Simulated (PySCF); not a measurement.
## EPR parameters of C4H6F3O

C₄H₆F₃O (doublet state).
Geometry (GFN2-xTB, Å), atoms numbered from 1 in this order:
```xyz
14
C4H6F3O angstrom
C     -1.645   -1.002   -0.155
C     -0.452   -0.154    0.056
C     -0.432    1.306   -0.185
O      0.755   -0.902    0.009
C      1.891   -0.326    0.316
F      2.851   -1.245    0.372
F      1.891    0.308    1.506
F      2.308    0.601   -0.572
H     -1.402   -2.036    0.068
H     -2.004   -0.947   -1.189
H     -2.460   -0.674    0.490
H     -1.448    1.685   -0.110
H     -0.043    1.552   -1.181
H      0.190    1.835    0.539
```

The hyperfine couplings belong to this conformer and change with its torsions.

The species is `C[C](C)OC(F)(F)F` [radical].

Method: UKS B3LYP, pcH-1 on C F H O, non-relativistic, mean-field spin-orbit, GIAO (PySCF). The structure is a single GFN2-xTB conformer in the gas phase; no vibrational or solvent corrections. Couplings are sensitive to structure, and on GFN2-xTB geometries they can be far from those on DFT ones. The SCF solution wasn't tested for stability.

* g1, g2, g3: 2.00213, 2.00320, 2.00341
* g_iso: 2.00291
* Form of g: rhombic: the two nearest values differ by 17 % of g3 − g1
* ⟨S²⟩: 0.7537 (exact 0.7500)
* Basis functions: 260

Hyperfine couplings atom by atom, in G; T1 to T3 are the principal values of the dipolar part; ρ(0) is the spin density at the nucleus (MHz turned into gauss with g_iso; 10 G = 1 mT):

| atom | isotope | a_iso | T1 | T2 | T3 | Mulliken spin population | ρ(0) (bohr⁻³) |
| --- | --- | --- | --- | --- | --- | --- | --- |
| C1 | 13C | -9.9 | -0.7 | -0.2 | 1.0 | -0.08 | -0.0246 |
| C2 | 13C | 55.1 | -30.7 | -29.8 | 60.5 | 0.92 | 0.1374 |
| C3 | 13C | -8.1 | -0.8 | -0.4 | 1.2 | -0.07 | -0.0201 |
| O4 | 17O | -3.0 | -11.8 | 5.5 | 6.3 | 0.03 | 0.0139 |
| C5 | 13C | 0.1 | -0.9 | -0.3 | 1.2 | 0.01 | 0.0003 |
| F6 | 19F | -0.6 | -2.4 | -0.8 | 3.2 | 0.00 | -0.0004 |
| F7 | 19F | 3.4 | -3.9 | -1.6 | 5.5 | 0.00 | 0.0023 |
| F8 | 19F | 10.6 | -3.5 | -2.3 | 5.8 | 0.00 | 0.0071 |
| H9 | 1H | 3.0 | -1.8 | -1.5 | 3.3 | 0.00 | 0.0019 |
| H10 | 1H | 46.1 | -1.7 | -1.1 | 2.8 | 0.06 | 0.0289 |
| H11 | 1H | 23.5 | -1.9 | -1.8 | 3.6 | 0.02 | 0.0147 |
| H12 | 1H | 1.1 | -2.0 | -1.5 | 3.5 | 0.00 | 0.0007 |
| H13 | 1H | 44.0 | -1.6 | -1.1 | 2.7 | 0.06 | 0.0276 |
| H14 | 1H | 26.7 | -1.9 | -1.7 | 3.6 | 0.03 | 0.0167 |

The largest Mulliken spin populations are on C2 (+0.92), C1 (-0.08), C3 (-0.07) and H13 (+0.06). No atom but C2 exceeds +0.15. The positive populations add up to 1.15 and the negative ones to -0.15, together 2S = 1. The angles at C2 add up to 356.0°, so it is nearly planar.

Axes: g3 points within 7° of the C1–C2 bond.

Under fast tumbling the dipolar parts average out, and these isotropic splittings remain: 6 × 1H (H9 (×6), I = 1/2, 7 lines) with 2.41 mT and 3 × 19F (F6/F7/F8, I = 1/2, 4 lines) with 0.45 mT.

Nuclei that the bonding pattern makes equivalent are averaged, as if the motion that swaps them (rotation, inversion, ring flip) were fast. The six 1H nuclei of mean +67.5 MHz run from 3.2 to 129.1 MHz in the frozen geometry. The three 19F nuclei of mean +12.5 MHz run from -1.8 to 29.8 MHz in the frozen geometry.

The 17O coupling of O4 (-8.4 MHz) shows only in satellite lines or after enrichment, since that isotope makes up about 0.038 % of natural oxygen.

The 13C coupling of C2 (154.5 MHz) shows only in satellite lines or after enrichment, since that isotope makes up about 1.07 % of natural carbon.

β density exceeds α density at some nuclei, such as C1/C3 (-0.0224), spin density in bohr⁻³. In a single determinant that takes different orbitals for the two spins, that is spin polarisation.
